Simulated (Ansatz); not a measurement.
`C[Si]1([SiH3])CC1` + PH₃ → `[SiH3][Si]1(P)CC1` + CH₄  (ligand exchange at the Si–C bond)

Program: Ansatz. Geometries: PBE0-D4/def2-TZVP. ΔE: electronic, gas phase. CBS: MP2 limit from def2 TZ/QZ plus the TZ coupled-cluster correction, frozen cores. This one scheme is used for every species. DFT in def2-TZVPP. B3LYP here is the variant with VWN-RPA as its local correlation; programs differ in this. HSE06 is defined as in plane-wave codes. Each species was taken in one conformer, which may not be the lowest.

```tsv
level	ΔE (kJ/mol)	difference from CCSD(T)/CBS
LDA (SPW92)	-34.0	-0.6
PBE-D4	-40.3	-6.9
revPBE-D4	-41.0	-7.6
BLYP-D4	-36.1	-2.7
r2SCAN-D4	-36.6	-3.2
B97M-V	-37.1	-3.7
PBE0-D4	-37.9	-4.5
B3LYP-D4	-34.2	-0.8
r2SCANh-D4	-36.1	-2.7
r2SCAN0-D4	-35.2	-1.8
BHLYP-D4	-31.9	1.5
CAM-B3LYP-D4	-28.1	5.3
ωB97X-V	-29.6	3.8
B2PLYP	-31.3	2.1
PBE-QIDH	-34.5	-1.1
PBE	-37.8	-4.4
revPBE	-38.4	-5.0
BLYP	-31.5	1.9
r2SCAN	-36.1	-2.7
PBE0	-35.5	-2.1
B3LYP	-29.9	3.5
r2SCAN0	-34.4	-1.0
HSE06	-35.7	-2.3
BHLYP	-26.8	6.6
CAM-B3LYP	-25.4	8.0
LC-ωPBE	-29.3	4.1
RPA@PBE/def2-TZVPP	-27.5	5.9
MP2/def2-SVP	-32.8	0.6
CCSD/def2-SVP	-28.3	5.1
CCSD(T)/def2-SVP	-30.3	3.1
HF/def2-TZVPP	-22.6	10.8
MP2/def2-TZVPP	-33.9	-0.5
SCS-MP2/def2-TZVPP	-30.3	3.1
CCSD/def2-TZVPP	-27.8	5.6
CCSD(T)/def2-TZVPP	-30.8	2.6
HF/def2-QZVPP	-22.2	11.2
SCS-MP2/def2-QZVPP	-31.7	1.7
HF/CBS(def2)	-22.1	11.3
MP2/CBS(def2)	-36.5	-3.1
CCSD/CBS(def2)	-30.4	3.0
CCSD(T)/CBS	-33.4	0
```

Q: What do rigid-rotor, harmonic-oscillator terms from PBE0-D4/def2-TZVP frequencies (298.15 K, 1 bar) make of the CCSD(T)/CBS value? (Best estimate.)

A: The calculation gave: ΔZPE = +5.3 kJ/mol, ΔH = -26.9 kJ/mol, ΔS = -8 J/(mol·K), ΔG = -24.7 kJ/mol.

Largest T1 diagnostic among the species: 0.013.

In def2-TZVPP, CCSD(T) changes the Hartree–Fock value by −8.2 kJ/mol (the triples alone add −3.0 kJ/mol) and MP2 by −11.3 kJ/mol. From BLYP to BHLYP (50 % exact exchange), in def2-TZVPP and without D4, ΔE moves by +4.7 kJ/mol.

CCSD(T)/CBS has its own doubt, a few kJ/mol and more with outer-core shells, so smaller differences from it don't rank the levels.
